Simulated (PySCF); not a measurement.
Electronic structure of Cl+ (chlorine, charge +1) at the UHF level

Configuration: [Ne] 3s2 3p4, high-spin 3P determinant. Computed with PySCF 2.14 in aug-cc-pV(5+d)Z (8s7p6d4f3g2h, 136 functions), with the non-relativistic Hamiltonian (point nucleus).

```json
{
 "Total energy": "-459.057437 hartree",
 "One-electron energy": "-627.2928 hartree",
 "Hartree (Coulomb) energy": "195.4987 hartree",
 "Exchange energy": "-27.2633 hartree",
 "Kinetic energy": "459.03919 hartree",
 "⟨S²⟩": "2.0115",
 "⟨L²⟩": "2.041",
 "Sum of ⟨r⟩": "13.34 bohr",
 "Sum of ⟨r²⟩": "20.64 bohr²",
 "Traceless quadrupole moment −½Σ⟨3z² − r²⟩ along its main axis": "-1.40 e·bohr²",
 "Density at the nucleus (Gaussians lack the cusp)": "3210 bohr⁻³",
 "Spin density at the nucleus": "0.0746 bohr⁻³",
 "Langevin diamagnetic susceptibility": "-16.3 ×10⁻⁶ cm³/mol"
}
```

```
shell  electrons  mean orbital energy (hartree)  spread (hartree)  rms radius, mean of both spins (bohr)
 1s α          1                     -105.37344                 0                                  0.106
 1s β          1                     -105.34720                 0                                  0.106
 2s α          1                      -11.08750                 0                                  0.481
 2s β          1                      -11.06300                 0                                  0.481
 2p α          3                       -8.56108           0.02720                                  0.451
 2p β          3                       -8.51557           0.02179                                  0.451
 3s α          1                       -1.60038                 0                                   1.62
 3s β          1                       -1.34525                 0                                   1.62
 3p α          3                       -0.96862           0.08348                                   1.85
 3p β          1                       -0.86947                 0                                   1.85
```

Spin-orbit constants ζ (cm⁻¹) from the X2C one-electron operator on these orbitals (non-relativistic here): bare nucleus, nucleus screened by l(l+1)(2l+1)/3 electrons, and screened by the Breit-Pauli mean field of the electrons.

```
shell   bare  screened nucleus  mean field
   2p   9871              8709        8180
   3p  771.8             681.0       631.2
```

To first order the Landé constant is A = -315.6 cm⁻¹, so the lowest level has J = 2 and lies 0.0391 eV below the centre of the term. This holds in LS coupling only.
